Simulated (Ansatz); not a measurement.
Hydrogen bromide (`Br`). The species carries charge 0 and has multiplicity 1. Correlated methods include outer-core shells of Br, which these sets cover unevenly. Scalar relativity is left out up to krypton.

Bond lengths: Br1–H2 1.420 Å.

(1) Give the diagnostics of a CCSD(T)/def2-TZVPP run (frozen core, Ansatz). (Estimate.)

Answers

(1) Ansatz gave: T1 = 0.0053, largest single amplitude 0.009, largest double 0.048, (T) share of the correlation energy 2.9 %, 7 CCSD cycles. The RHF solution is stable towards an unrestricted one. T1 lies under the customary mark of 0.02 for closed shells.
